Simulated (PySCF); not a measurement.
The numbers below are computed, except where a source is named.
**Si2H7N2O**

Si2H7N2O is a small molecule (built as: Si site whose three back bonds go to NHSiH3, OH, NH2), neutral, doublet. The structure, one conformer, was relaxed in the gas phase by PBE0-D3(BJ)/def2-SVP. No frequency run checks that it is a minimum.

SMILES: N[Si](O)N[SiH3]

Coordinates in Å:
```
Si1     0.885   -0.832   -0.632
N2      0.392   -0.456    0.991
Si3    -0.748    0.806    1.401
O4     -0.033   -1.967   -1.458
N5      0.533    0.617   -1.503
H6      0.804   -0.972    1.761
H7     -2.031    0.678    0.650
H8     -0.210    2.184    1.168
H9     -1.028    0.677    2.866
H10     0.224   -2.881   -1.307
H11     1.013    1.481   -1.277
H12     0.317    0.558   -2.493
```

EPR values by unrestricted B3LYP, IGLO-III on N O Si, pcH-1 on H.

(1) Predict g and the largest hyperfine couplings. Where does the spin sit?

(2) How do the isotropic couplings move with BHandHLYP?

Answers

(1) g = 2.0011, 2.0016, 2.0022. The spin sits on Si1 (81 %, bonded to 2 N + 1 O) by Mulliken populations.
```
atom  isotope  isotropic (MHz)  dipolar, principal values (MHz)
 Si1     29Si           -786.4               -114.4, 56.5, 57.8
  O4      17O            -26.5                -32.1, 15.4, 16.7
  N2      14N             41.8                  -3.8, -3.4, 7.2
 Si3     29Si            -17.1                   -7.2, 3.5, 3.7
  N5      14N             11.2                 -5.8, -5.5, 11.3
 H12       1H             -8.0                 -7.8, -2.3, 10.2
```

(2) Si1 -786.4 to -822.9 MHz, O4 -26.5 to -29.3 MHz, N2 41.8 to 40.6 MHz, Si3 -17.1 to -15.8 MHz.
